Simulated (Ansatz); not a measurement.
Coupled-cluster diagnostics for WO2(NH2)2 (WN₂O₂H₄), Ansatz.

Geometry of the singlet (B3LYP-D4/def2-SVP):

Cartesian coordinates in Å:
```
W -0.144 0.627 0.110
O 0.756 1.614 1.198
O -1.456 1.434 -0.661
N -0.885 -0.867 1.136
H -1.765 -1.331 0.923
H -0.483 -1.228 1.999
N 1.081 0.011 -1.287
H 2.088 -0.078 -1.171
H 0.807 -0.183 -2.248
```

In the def2 sets W takes a core potential; there is no spin–orbit coupling. Correlated methods freeze 4 core orbitals; core or outer-core shells of W are correlated, in sets that lack core-valence functions.

Estimate the CCSD(T) correlation energy, the shares of MP2 and (T), T1 and the reference's ⟨S²⟩ for: charge 0, singlet, own geometry in def2-TZVP; and the rough time on 4 threads of Arm Neoverse V1 on a shared host.


| state | basis | correlation (eV) | MP2 share (%) | (T) share (%) | T1 | ⟨S²⟩ (pure) | wall time |
| --- | --- | --- | --- | --- | --- | --- | --- |
| charge 0, singlet, own geometry | def2-TZVP | -37.291 | 99.1 | 5.2 | 0.021 | 0.00 (0.00) | 2.3 min |
Customary marks for T1 are 0.02 (closed shells), 0.045 (open shells) and about 0.05 (3d metals). T1 exceeds 0.02 in 1 of 1 rows and 0.045 in 0; the higher it lies, the less the single-reference result can be trusted.
